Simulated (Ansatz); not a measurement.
```yaml
crystal:
  periodic: [false, false, false]
  atoms:
    - {symbol: C, position_ang: [-2.172094, 1.237514, 2.177692]}
    - {symbol: Cd, position_ang: [-0.927015, 0.500689, 0.629458]}
    - {symbol: C, position_ang: [0.332011, -0.244244, -0.937725]}
    - {symbol: C, position_ang: [0.571883, -1.744295, -0.819620]}
    - {symbol: C, position_ang: [1.651623, 0.512519, -1.024787]}
    - {symbol: H, position_ang: [-2.536101, 0.417557, 2.800320]}
    - {symbol: H, position_ang: [-1.622104, 1.934336, 2.813648]}
    - {symbol: H, position_ang: [-3.034428, 1.760834, 1.759262]}
    - {symbol: H, position_ang: [-0.227356, -0.060722, -1.862870]}
    - {symbol: H, position_ang: [1.105065, -2.001283, 0.101435]}
    - {symbol: H, position_ang: [1.188967, -2.111732, -1.652032]}
    - {symbol: H, position_ang: [-0.357913, -2.319817, -0.828388]}
    - {symbol: H, position_ang: [2.251086, 0.393840, -0.116365]}
    - {symbol: H, position_ang: [2.265976, 0.139565, -1.856766]}
    - {symbol: H, position_ang: [1.510409, 1.585259, -1.183261]}
basis:
  gaussian: {orbitals: def2-SVP, fitting: {mean_field: cc-pVTZ-jkfit}}
hamiltonian: {xc: {name: BHLYP}, dispersion: d3bj}
accuracy: high
```

```sh
$ ansatz run in.yaml --threads 2 --pin off --events-out ev --progress --plain --max-ram 22528MiB --backend cpu
```

Task: How does Ansatz answer? (Estimate.)

Result: The calculation gave: The input was rejected before any iteration.
```
Functional definition: BHLYP
Error: <dir> the basis set cc-pVTZ-JKFIT has no functions for Cd
```
